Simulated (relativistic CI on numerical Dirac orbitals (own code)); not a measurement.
These numbers are calculated, not measured: Dirac-Coulomb-Breit CI, separate exchange-only KLI orbitals for each configuration, model QED (radiative potential, 1s self-energy scaled to tabulated hydrogen-like ionisation energies), valence Slater integrals scaled by 0.85, P86 correlation energy added to each configuration (own radial code, finite nucleus).

Configurations in the expansion (outside the closed core [Ar] 3d10): 4s²4p⁶4d², 4s²4p⁶4d5s, 4s²4p⁶4d4f, 4s²4p⁶4d5p, 4s²4p⁵4d³, 4s²4p⁶4f², 4s²4p⁶4d5d, 4s²4p⁶5s², 4s²4p⁶4d6s, 4s²4p⁶4d6p, 4s²4p⁶5s5p, 4s4p⁶4d³, 4s²4p⁶4d5f, 4s²4p⁵4d²4f, 4s²4p⁶4d6d, 4s²4p⁶4d5g, 4s²4p⁶4d7s, 4s²4p⁶4d7p, 4s²4p⁶5p², 4s²4p⁶4d6f, 4s²4p⁶4f5s, 4s²4p⁵4d²5s, 4s²4p⁶4f5p, 4s4p⁶4d²4f, 4s²4p⁵4d²5p, 4s²4p⁵4d²5d, 4p⁶4d⁴, 4p⁵4d⁵. Double excitations out of closed p, d and f shells are left out; levels of such configurations are missing from the list, as are those of other unlisted configurations, and high levels can miss mixing partners. These lack a partner that the ground configuration has and come out too high: 4s²4p⁵4d²4f, 4s²4p⁵4d²5s, 4s4p⁶4d²4f, 4s²4p⁵4d²5p, 4s²4p⁵4d²5d.

At this charge configurations can still be misplaced by up to about 7 % of their energy.

Outline of the computed level scheme of Tc VI. Lowest level of each configuration: 4s²4p⁶4d² ³F2 at 0.0000 eV; 4s²4p⁶4d5s ³D1 at 18.2721 eV; 4s²4p⁶4d5p ¹D°2 at 26.2769 eV; 4s²4p⁶4d4f ¹G°4 at 37.4021 eV; 4s²4p⁶5s² ¹S0 at 38.2438 eV; 4s²4p⁶4d5d ¹F3 at 39.0475 eV.

Some strong electric-dipole decays among the lowest 45 levels: 4s²4p⁶4d4f ³G°5 → 4s²4p⁶4d² ³F4 (1.6e+10 s⁻¹); 4s²4p⁶4d5p ¹F°3 → 4s²4p⁶4d² ¹G4 (1.2e+10 s⁻¹); 4s²4p⁶4d4f ³G°4 → 4s²4p⁶4d² ³F3 (1.1e+10 s⁻¹); 4s²4p⁶4d4f ³D°2 → 4s²4p⁶4d² ³P1 (1.0e+10 s⁻¹); 4s²4p⁶4d5p ³D°1 → 4s²4p⁶4d² ³F2 (9.1e+09 s⁻¹); 4s²4p⁶4d4f ³G°3 → 4s²4p⁶4d² ³F2 (8.6e+09 s⁻¹); 4s²4p⁶4d4f ³D°1 → 4s²4p⁶4d² ³P0 (7.7e+09 s⁻¹); 4s²4p⁶4d5p ³P°0 → 4s²4p⁶4d² ³P1 (7.4e+09 s⁻¹).

LS names give the leading component of a level, which can be under half, so a name can repeat, a term be missing and a line seem to break the LS rules.
